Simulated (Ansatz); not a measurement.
Ansatz (a first-principles code) input (B3LYP/6-31G* with LANL2DZ past Ar): The .json file joins the Basis Set Exchange's 6-31G* for atoms up to Ar and LANL2DZ past it.

Ansatz 0.2 input:
```yaml
crystal:
  periodic: [false, false, false]
  atoms:
    - {symbol: F, position_ang: [1.54271331, -0.46155346, 0.07598257]}
    - {symbol: Ge, position_ang: [-0.06675597, 0.01751219, 0.24345987]}
    - {symbol: F, position_ang: [-0.23748607, 1.49554391, -0.55291781]}
    - {symbol: F, position_ang: [-1.01572198, -1.10993681, -0.57889418]}
    - {symbol: H, position_ang: [-0.46935646, 0.12312700, 1.71174904]}
basis:
  gaussian:
    orbitals: 6-31Gs+LANL2DZ.json
hamiltonian:
  xc: {name: B3LYP}
phonons: {temperatures: {t_min: 298.15, t_max: 298.15, t_step: 100}}
```

Output:

```
Functional definition: B3LYP
integrals: 0.01 GiB planned
565 factors; integrals over basis functions are off by at most 2.5e-4 eV
mean field: 0.14 GiB planned
mean field evaluation 1: about -8267.8109 eV, gradient 5.3e1 eV
mean field evaluation 2: about -8261.8450 eV, gradient 8.3e1 eV
mean field evaluation 4: about -8271.9919 eV, gradient 4.5e-1 eV
mean field evaluation 8: about -8271.9891 eV, gradient 4.4e-3 eV
mean field -8271.98912703 eV, -303.9899934627 hartree, gradient 9.3e-6 eV, S^2 0.000000; 0 other end points of the search recorded, 0 dependent functions left out
the calculation of the forces begins
reference -8271.98932175 eV, -303.9900006184 hartree; 16, 16 occupied and 39, 39 virtual orbitals, 565 factors
these checks for a lower state are left out or cut short: stability, starts, cluster_reference, orbital_swaps, neighbouring_geometries, increment
integrals: 0.01 GiB planned
565 factors; integrals over basis functions are off by at most 2.5e-4 eV
mean field: 0.14 GiB planned
mean field evaluation 16: about -8271.9890 eV, gradient 3.4e-1 eV
mean field -8271.98903902 eV, -303.9899902283 hartree, gradient 9.9e-7 eV, S^2 0.000000; 0 other end points of the search recorded, 0 dependent functions left out
the calculation of the forces begins
reference -8271.98923373 eV, -303.9899973840 hartree; 16, 16 occupied and 39, 39 virtual orbitals, 565 factors
these checks for a lower state are left out or cut short: stability, starts, cluster_reference, orbital_swaps, neighbouring_geometries, increment
integrals: 0.01 GiB planned
565 factors; integrals over basis functions are off by at most 2.5e-4 eV
mean field: 0.14 GiB planned
mean field -8271.98903890 eV, -303.9899902241 hartree, gradient 5.7e-7 eV, S^2 0.000000; 0 other end points of the search recorded, 0 dependent functions left out
the calculation of the forces begins
reference -8271.98923362 eV, -303.9899973798 hartree; 16, 16 occupied and 39, 39 virtual orbitals, 565 factors
these checks for a lower state are left out or cut short: stability, starts, cluster_reference, orbital_swaps, neighbouring_geometries, increment
integrals: 0.01 GiB planned
565 factors; integrals over basis functions are off by at most 2.5e-4 eV
mean field: 0.14 GiB planned
mean field evaluation 32: about -8271.9891 eV, gradient 1.4e-6 eV
mean field -8271.98911343 eV, -303.9899929628 hartree, gradient 1.4e-6 eV, S^2 0.000000; 0 other end points of the search recorded, 0 dependent functions left out
the calculation of the forces begins
reference -8271.98930816 eV, -303.9900001191 hartree; 16, 16 occupied and 39, 39 virtual orbitals, 565 factors
these checks for a lower state are left out or cut short: stability, starts, cluster_reference, orbital_swaps, neighbouring_geometries, increment
integrals: 0.01 GiB planned
565 factors; integrals over basis functions are off by at most 2.5e-4 eV
mean field: 0.14 GiB planned
mean field -8271.98911337 eV, -303.9899929608 hartree, gradient 2.9e-6 eV, S^2 0.000000; 0 other end points of the search recorded, 0 dependent functions left out
the calculation of the forces begins
reference -8271.98930807 eV, -303.9900001159 hartree; 16, 16 occupied and 39, 39 virtual orbitals, 565 factors
these checks for a lower state are left out or cut short: stability, starts, cluster_reference, orbital_swaps, neighbouring_geometries, increment
integrals: 0.01 GiB planned
565 factors; integrals over basis functions are off by at most 2.5e-4 eV
mean field: 0.14 GiB planned
mean field -8271.98912161 eV, -303.9899932635 hartree, gradient 2.0e-6 eV, S^2 0.000000; 0 other end points of the search recorded, 0 dependent functions left out
the calculation of the forces begins
reference -8271.98931632 eV, -303.9900004191 hartree; 16, 16 occupied and 39, 39 virtual orbitals, 565 factors
these checks for a lower state are left out or cut short: stability, starts, cluster_reference, orbital_swaps, neighbouring_geometries, increment
integrals: 0.01 GiB planned
565 factors; integrals over basis functions are off by at most 2.5e-4 eV
mean field: 0.14 GiB planned
mean field -8271.98911785 eV, -303.9899931253 hartree, gradient 2.1e-6 eV, S^2 0.000000; 0 other end points of the search recorded, 0 dependent functions left out
the calculation of the forces begins
reference -8271.98931257 eV, -303.9900002811 hartree; 16, 16 occupied and 39, 39 virtual orbitals, 565 factors
these checks for a lower state are left out or cut short: stability, starts, cluster_reference, orbital_swaps, neighbouring_geometries, increment
integrals: 0.01 GiB planned
565 factors; integrals over basis functions are off by at most 2.5e-4 eV
mean field: 0.14 GiB planned
mean field -8271.98898987 eV, -303.9899884223 hartree, gradient 2.5e-6 eV, S^2 0.000000; 0 other end points of the search recorded, 0 dependent functions left out
the calculation of the forces begins
reference -8271.98918460 eV, -303.9899955785 hartree; 16, 16 occupied and 39, 39 virtual orbitals, 565 factors
these checks for a lower state are left out or cut short: stability, starts, cluster_reference, orbital_swaps, neighbouring_geometries, increment
integrals: 0.01 GiB planned
565 factors; integrals over basis functions are off by at most 2.5e-4 eV
mean field: 0.14 GiB planned
mean field evaluation 64: about -8271.9890 eV, gradient 2.4e-6 eV
mean field -8271.98898830 eV, -303.9899883646 hartree, gradient 2.5e-6 eV, S^2 0.000000; 0 other end points of the search recorded, 0 dependent functions left out
the calculation of the forces begins
reference -8271.98918301 eV, -303.9899955198 hartree; 16, 16 occupied and 39, 39 virtual orbitals, 565 factors
these checks for a lower state are left out or cut short: stability, starts, cluster_reference, orbital_swaps, neighbouring_geometries, increment
integrals: 0.01 GiB planned
565 factors; integrals over basis functions are off by at most 2.5e-4 eV
mean field: 0.14 GiB planned
mean field -8271.98900202 eV, -303.9899888687 hartree, gradient 2.5e-6 eV, S^2 0.000000; 0 other end points of the search recorded, 0 dependent functions left out
the calculation of the forces begins
reference -8271.98919677 eV, -303.9899960255 hartree; 16, 16 occupied and 39, 39 virtual orbitals, 565 factors
these checks for a lower state are left out or cut short: stability, starts, cluster_reference, orbital_swaps, neighbouring_geometries, increment
integrals: 0.01 GiB planned
565 factors; integrals over basis functions are off by at most 2.5e-4 eV
mean field: 0.14 GiB planned
mean field -8271.98899319 eV, -303.9899885443 hartree, gradient 2.5e-6 eV, S^2 0.000000; 0 other end points of the search recorded, 0 dependent functions left out
the calculation of the forces begins
reference -8271.98918788 eV, -303.9899956990 hartree; 16, 16 occupied and 39, 39 virtual orbitals, 565 factors
these checks for a lower state are left out or cut short: stability, starts, cluster_reference, orbital_swaps, neighbouring_geometries, increment
integrals: 0.01 GiB planned
565 factors; integrals over basis functions are off by at most 2.4e-4 eV
mean field: 0.14 GiB planned
mean field -8271.98905310 eV, -303.9899907458 hartree, gradient 5.0e-7 eV, S^2 0.000000; 0 other end points of the search recorded, 0 dependent functions left out
the calculation of the forces begins
reference -8271.98924779 eV, -303.9899979005 hartree; 16, 16 occupied and 39, 39 virtual orbitals, 565 factors
these checks for a lower state are left out or cut short: stability, starts, cluster_reference, orbital_swaps, neighbouring_geometries, increment
integrals: 0.01 GiB planned
565 factors; integrals over basis functions are off by at most 2.5e-4 eV
mean field: 0.14 GiB planned
mean field -8271.98905371 eV, -303.9899907682 hartree, gradient 8.3e-7 eV, S^2 0.000000; 0 other end points of the search recorded, 0 dependent functions left out
the calculation of the forces begins
reference -8271.98924845 eV, -303.9899979250 hartree; 16, 16 occupied and 39, 39 virtual orbitals, 565 factors
these checks for a lower state are left out or cut short: stability, starts, cluster_reference, orbital_swaps, neighbouring_geometries, increment
integrals: 0.01 GiB planned
565 factors; integrals over basis functions are off by at most 2.5e-4 eV
mean field: 0.14 GiB planned
mean field evaluation 96: about -8271.9891 eV, gradient 1.5e-1 eV
mean field -8271.98910788 eV, -303.9899927589 hartree, gradient 1.0e-6 eV, S^2 0.000000; 0 other end points of the search recorded, 0 dependent functions left out
the calculation of the forces begins
reference -8271.98930260 eV, -303.9899999149 hartree; 16, 16 occupied and 39, 39 virtual orbitals, 565 factors
these checks for a lower state are left out or cut short: stability, starts, cluster_reference, orbital_swaps, neighbouring_geometries, increment
integrals: 0.01 GiB planned
565 factors; integrals over basis functions are off by at most 2.5e-4 eV
mean field: 0.14 GiB planned
mean field -8271.98911080 eV, -303.9899928662 hartree, gradient 1.5e-6 eV, S^2 0.000000; 0 other end points of the search recorded, 0 dependent functions left out
the calculation of the forces begins
reference -8271.98930551 eV, -303.9900000217 hartree; 16, 16 occupied and 39, 39 virtual orbitals, 565 factors
these checks for a lower state are left out or cut short: stability, starts, cluster_reference, orbital_swaps, neighbouring_geometries, increment
integrals: 0.01 GiB planned
565 factors; integrals over basis functions are off by at most 2.5e-4 eV
mean field: 0.14 GiB planned
mean field -8271.98911946 eV, -303.9899931844 hartree, gradient 1.2e-6 eV, S^2 0.000000; 0 other end points of the search recorded, 0 dependent functions left out
the calculation of the forces begins
reference -8271.98931416 eV, -303.9900003398 hartree; 16, 16 occupied and 39, 39 virtual orbitals, 565 factors
these checks for a lower state are left out or cut short: stability, starts, cluster_reference, orbital_swaps, neighbouring_geometries, increment
integrals: 0.01 GiB planned
565 factors; integrals over basis functions are off by at most 2.5e-4 eV
mean field: 0.14 GiB planned
mean field -8271.98911962 eV, -303.9899931906 hartree, gradient 2.5e-6 eV, S^2 0.000000; 0 other end points of the search recorded, 0 dependent functions left out
the calculation of the forces begins
reference -8271.98931435 eV, -303.9900003466 hartree; 16, 16 occupied and 39, 39 virtual orbitals, 565 factors
these checks for a lower state are left out or cut short: stability, starts, cluster_reference, orbital_swaps, neighbouring_geometries, increment
integrals: 0.01 GiB planned
565 factors; integrals over basis functions are off by at most 2.5e-4 eV
mean field: 0.14 GiB planned
mean field -8271.98909597 eV, -303.9899923214 hartree, gradient 1.9e-6 eV, S^2 0.000000; 0 other end points of the search recorded, 0 dependent functions left out
the calculation of the forces begins
reference -8271.98929065 eV, -303.9899994758 hartree; 16, 16 occupied and 39, 39 virtual orbitals, 565 factors
these checks for a lower state are left out or cut short: stability, starts, cluster_reference, orbital_swaps, neighbouring_geometries, increment
integrals: 0.01 GiB planned
565 factors; integrals over basis functions are off by at most 2.5e-4 eV
mean field: 0.14 GiB planned
mean field evaluation 128: about -8271.9891 eV, gradient 1.8e-1 eV
mean field -8271.98909696 eV, -303.9899923578 hartree, gradient 2.4e-6 eV, S^2 0.000000; 0 other end points of the search recorded, 0 dependent functions left out
the calculation of the forces begins
reference -8271.98929172 eV, -303.9899995149 hartree; 16, 16 occupied and 39, 39 virtual orbitals, 565 factors
Total energy: -8271.98932175 eV, -303.9900006184 hartree
Atom 0 at     1.542713    -0.461553     0.075983 Å, force    -0.000120     0.000003     0.000748 eV/Å
Atom 1 at    -0.066756     0.017512     0.243460 Å, force     0.000571    -0.000283    -0.002497 eV/Å
Atom 2 at    -0.237486     1.495544    -0.552918 Å, force    -0.000241     0.000136     0.000706 eV/Å
Atom 3 at    -1.015722    -1.109937    -0.578894 Å, force    -0.000143     0.000125     0.000794 eV/Å
Atom 4 at    -0.469356     0.123127     1.711749 Å, force    -0.000068     0.000018     0.000249 eV/Å
Dipole moment:    -0.116123     0.030462     0.423500 e Å
Vibrations: 232.48 232.50 297.92 715.57 753.04 753.04 765.77 765.77 2209.23 cm⁻¹, zero-point energy 0.416916 eV
```

The blocks after the first are displaced geometries, from whose forces the wavenumbers follow.
